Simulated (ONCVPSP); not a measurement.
# Cutoff test, Cl (Z = 17), ONCV

ONCVPSP 4.0.1 input, shortened (lines: element, Z, core and valence counts, functional; n l f; lmax; l rc ep ncon nbas qcut; lloc lpopt rc5 dvloc0; l nproj debl; icmod fcfact rcfact), PBE, scalar-relativistic:

```
  Cl 17.00    1    4        4      upf
    1    0    2.00
    2    0    2.00
    2    1    6.00
    3    0    2.00
    3    1    5.00
    1
    0    0.65    0.00    4    8   23.00
    1    0.80    0.00    4    9   18.00
    4    5    0.60   -1.00
    0    2    3.90
    1    2    2.80
    0    0.00    0.00
```

**Question.** For each optimised wave give the share of its norm inside rc, the residual kinetic energy above qcut (Ha) and the cutoffs (Ha) for errors of 10, 1, 0.1 and 0.01 mHa per electron.

**Answer.**

| wave | norm inside rc | residual KE | 10 mHa | 1 mHa | 0.1 mHa | 0.01 mHa |
| --- | --- | --- | --- | --- | --- | --- |
| 2s | 0.868 | 3.6e-08 | 117.8 | 157.1 | 188.0 | 212.1 |
| 3s | 0.046 | 4.9e-08 | 84.2 | 137.5 | 179.4 | 212.1 |
| 2p | 0.954 | 8.3e-06 | 112.6 | 131.6 | 146.2 | 160.8 |
| 3p | 0.050 | 7.8e-06 | 98.4 | 123.7 | 143.2 | 160.2 |

The occupied waves need 157 Ha and 188 Ha for 1 and 0.1 mHa.
